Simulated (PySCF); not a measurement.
From results back to the method.

Species: CH5ClSSi.
Cartesian coordinates in Å at the PBE0-D3(BJ)/def2-SVP level; atoms count from 1:
```
atom  x, y, z in Å
C1    -0.7185    1.2215   -1.2509
S2     0.6906    2.0385   -2.0733
Si3    2.2487    1.1575   -0.9176
Cl4    4.0316    1.8926   -1.6444
H5    -0.6773    0.1287   -1.3662
H6    -0.7746    1.4847   -0.1847
H7    -1.6243    1.5912   -1.7493
H8     2.2483   -0.3279   -1.0499
H9     2.1288    1.5206    0.5239
```

The closed-shell ground state was solved 7 times with PySCF (density fitting, gas phase), always in the pcSseg-2 basis (235 functions), with these functionals: B97-D, BHandHLYP, CAM-B3LYP, HF, LC-wPBE, LDA and PBE0.

```csv
row,total energy (Eh),HOMO (eV),LUMO (eV),dipole (D)
P,-1184.7532,-6.12,-1.65,2.81
Q,-1189.1518,-8.57,0.40,2.87
R,-1188.6805,-7.25,-0.56,2.85
S,-1189.1127,-8.33,0.28,2.92
T,-1188.7934,-9.97,1.56,2.95
U,-1186.8794,-10.06,2.25,3.07
V,-1189.1438,-6.01,-1.27,2.74
```

Question: Which functional belongs to which row?

Answer: P = LDA, Q = CAM-B3LYP, R = PBE0, S = BHandHLYP, T = LC-wPBE, U = HF, V = B97-D. By rising HOMO–LUMO gap: LDA (LDA) 4.47 eV; B97-D (GGA) 4.74 eV; PBE0 (global hybrid, 25 % exact exchange) 6.69 eV; BHandHLYP (global hybrid, 50 % exact exchange) 8.61 eV; CAM-B3LYP (range-separated hybrid) 8.97 eV; LC-wPBE (range-separated hybrid) 11.53 eV; HF (all exact exchange) 12.31 eV. Total energies of different functionals aren't bounds to one another; each is stationary for its own functional.

One conformer stands for the species.

Note: B97-D ran without an empirical dispersion term, which enters the total energy and its gradient alone.
